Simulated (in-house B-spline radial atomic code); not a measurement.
Values are calculated unless marked as measured or tabulated.
**Ghost states of the separable form: B**

B, [He] 2s2 2p1, non-relativistic PBE, spherical and spin-unpolarised, from a B-spline radial code for spherical atoms (atomic units; all potentials screened as in the neutral atom).

Troullier-Martins channels: 2s (ε = -0.3469, r_c = 1.468 bohr), 2p (ε = -0.1326, r_c = 2.41 bohr). In the Kleinman-Bylander form one channel serves as the local potential, and each other channel l becomes |δV u><u δV|/<u|δV|u>, with δV = V_l − V_local and u the pseudo-orbital. Its strength is E_KB = <u|δV²|u>/<u|δV|u>. By the analysis of Gonze, Stumpf and Scheffler a spurious state lies below the reference level ε if E_KB > 0 and ε is above the second level of the local potential alone, or if E_KB < 0 and ε is above its first. The table's levels are those of angular momentum l in a sphere of 9 bohr, whose wall can lift a shallow ε a little above its free-atom value.

| local | channel | <u δV u> | <u δV² u> | ε | first local level | second local level |
| --- | --- | --- | --- | --- | --- | --- |
| p | s | 0.28237 | 0.67302 | -0.3469 | -1.1783 | -0.0327 |
| s | p | -0.24896 | 0.57457 | -0.1323 | -0.0374 | 0.1565 |

Problem. Apply the rule to each row.

Solution. Local p, channel s: E_KB = +2.38, so ε = -0.3469 is set against -0.0327: no ghost. Local s, channel p: E_KB = -2.31, so ε = -0.1323 is set against -0.0374: no ghost.

Diagonalising the separable Hamiltonian gives:

```csv
local,channel,three lowest levels,"all-electron, two lowest valence levels"
p,s,"-0.3469, 0.0438, 0.3334","-0.3469, 0.0433"
s,p,"-0.1323, 0.0990, 0.3912","-0.1323, 0.0987"
```

Problem. Which choices of local channel are safe?

Solution. All are free of ghosts. Among the safe choices the second level, which tests transfer, is off by at most 0.3 millihartree (s local), 0.5 millihartree (p local).
